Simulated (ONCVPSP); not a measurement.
Cutoff test, tungsten (W), ONCV

- Element: tungsten
- Generator: ONCVPSP 4.0.1
- Type: optimised norm-conserving Vanderbilt (ONCV)
- Functional: LDA (Perdew-Wang 92)
- Relativity: scalar-relativistic
- Frozen core: [Kr] 4d10
- Valence charge: 28
- Reference configuration: 4f14 5s2 5p6 5d4 6s2
- Partial waves: 5s+6s: rc 1.55 bohr, ncon 4, nbas 7, qcut 7.1 1/bohr, 2 projectors; 5p: rc 1.40 bohr, ncon 4, nbas 8, qcut 6.5 1/bohr, 2 projectors, debl 2.9 Ha; 5d: rc 1.60 bohr, ncon 4, nbas 7, qcut 5.6 1/bohr, 1 projector; 4f: rc 0.80 bohr, ncon 4, nbas 9, qcut 25.3 1/bohr, 1 projector
- Local potential: polynomial inside 0.75 bohr (lpopt 4, dvloc0 3 Ha)
- Core correction: none

Question: For each optimised wave give the share of its norm inside rc, the residual kinetic energy above qcut (Ha) and the cutoffs (Ha) for errors of 10, 1, 0.1 and 0.01 mHa per electron.

Answer:

```
         wave  norm inside rc  residual KE  10 mHa  1 mHa  0.1 mHa  0.01 mHa
           5s           0.908      7.3e-05    16.8   21.2     24.9      51.2
           6s           0.047      4.4e-05    13.6   19.4     23.8      37.7
           5p           0.683      2.0e-03    14.5   33.9     98.6     117.5
p projector 2           0.053      1.0e-03     8.4   21.1     43.1      99.7
           5d           0.363      3.0e-04    10.6   14.0     17.6      31.9
           4f           0.789      7.5e-08   211.4  241.6    265.8     286.3
```

The occupied waves need 242 Ha and 266 Ha for 1 and 0.1 mHa. Note: ghosts flagged at negative energy: s at -50.2 eV; GHOST(+) flagged for p at 227.5 eV. A true bound ghost makes a file unfit for plane-wave use.
